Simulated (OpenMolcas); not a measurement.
## Ionisation energies of manganese

- Program: OpenMolcas
- Basis: ANO-R3 [8s5p5d3f2g1h]
- Scalar Hamiltonian: X2C, finite nucleus
- Spin-orbit coupling: state interaction with AMFI integrals over the reference wave functions, term energies averaged over their components

Active shells in each charge state: the valence d, s shells, with orbitals averaged over the low states. Where CASPT2's correlated closed shells are named, they are those of the first ion.

A. CASSCF
B. SS-CASPT2, IPEA 0.25 Eh, imaginary shift 0.1 Eh (closed shells correlated: 3s 3p)
C. SS-CASPT2, IPEA 0 Eh, imaginary shift 0.1 Eh (closed shells correlated: 3s 3p)
D. SS-CASPT2, IPEA 0.25 Eh, imaginary shift 0.1 Eh (closed shells correlated: 2s 2p 3s 3p)

Energies in eV between the lowest computed levels, named as in B; reference values from the NIST Atomic Spectra Database with their kind.

| From | To | A | B | C | D | Spin-orbit share in B | Reference |
| --- | --- | --- | --- | --- | --- | --- | --- |
| Mn 3d⁵ 4s² ⁶S_5/2 | Mn+ 3d⁵ 4s ⁷S₃ | 3.803 | 8.334 | 8.549 | 8.309 | +0.000 | 7.434 (measured) |
| Mn+ 3d⁵ 4s ⁷S₃ | Mn2+ 3d⁵ ⁶S_5/2 | 14.860 | 15.727 | 15.818 | 15.726 | +0.000 | 15.640 (measured) |

Error against the reference values, in %:

```
From  Reference      A      B      C      D
  Mn   measured  -48.8  +12.1  +15.0  +11.8
 Mn+   measured   -5.0   +0.6   +1.1   +0.5
```

Mean absolute error over the 2 measured values: A 2.21 eV, B 0.49 eV, C 0.65 eV, D 0.48 eV.

The lowest level within the active space need not be the ion's true ground level.
